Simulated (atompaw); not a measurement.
## u(r) = r·R(r): atom against pseudo-atom (chromium)

Columns: radius, all-electron u(r) and pseudo u(r) of the 3s shell (level -72.67 eV) of chromium in the configuration [Ne] 3s2 3p6 3d5.5 4s0.5 4p0; PBE, scalar-relativistic, PAW (atompaw) scheme, atompaw 4.2.0.5.

```
r (bohr)  all-electron  pseudo
   0.063        0.1843  0.1851
   0.127       -0.3739  0.3685
   0.190       -0.6142  0.5400
   0.254       -0.5184  0.7008
   0.317       -0.2355  0.8424
   0.381        0.1142  0.9661
   0.444        0.4421  1.0660
   0.508        0.7195  1.1436
   0.571        0.9247  1.1961
   0.635        1.0647  1.2254
   0.698        1.1430  1.2317
   0.762        1.1728  1.2171
   0.825        1.1646  1.1845
   0.888        1.1291  1.1369
   0.952        1.0740  1.0763
   1.015        1.0076  1.0081
   1.079        0.9334  0.9335
   1.142        0.8577  0.8577
   1.206        0.7811  0.7811
   1.269        0.7078  0.7078
   1.333        0.6371  0.6371
   1.396        0.5717  0.5717
   1.460        0.5102  0.5102
   1.523        0.4547  0.4547
   1.587        0.4034  0.4034
   1.650        0.3576  0.3576
```

Task: How many radial nodes do the two functions have?

Result: The all-electron 3s function has n − l − 1 = 2; the pseudo-wave has 0, since the states of the same l below it are removed with the core.

Task: At about which radius was the pseudo-wave matched?

Result: 1.20 bohr. The columns agree to 0.0005 from 1.01 bohr on; several derivatives are matched, so the curves merge somewhat inside the radius.

Task: Is the pseudo-wave norm-conserving?

Result: No, it belongs to a PAW set: the norm inside the radius is not constrained, and the difference is carried by the augmentation charge.
